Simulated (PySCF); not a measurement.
**Correlation energy of Os⁺ (osmium, charge +1)**

[Xe] 4f14 5d6 6s1, high-spin 6D determinant. Calculation: PySCF 2.14, in x2c-TZVPPall (11s7p7d3f1g, 97 functions); scalar relativity by spin-free X2C-1e. Frozen: [Xe] 4f14; 7 electrons correlated.

MP2 pair energies summed by pair of shells (mhartree):

```json
{"pair": "5d-5d", "energy": "-90.07", "share (%)": "75.9"}
{"pair": "5d-6s", "energy": "-28.56", "share (%)": "24.1"}
```

Total MP2 correlation energy: -118.64 mhartree.

Same-spin part -69.53 and opposite-spin part -49.10 mhartree; SCS-MP2 scales them by 1/3 and 6/5 to -82.10 mhartree.
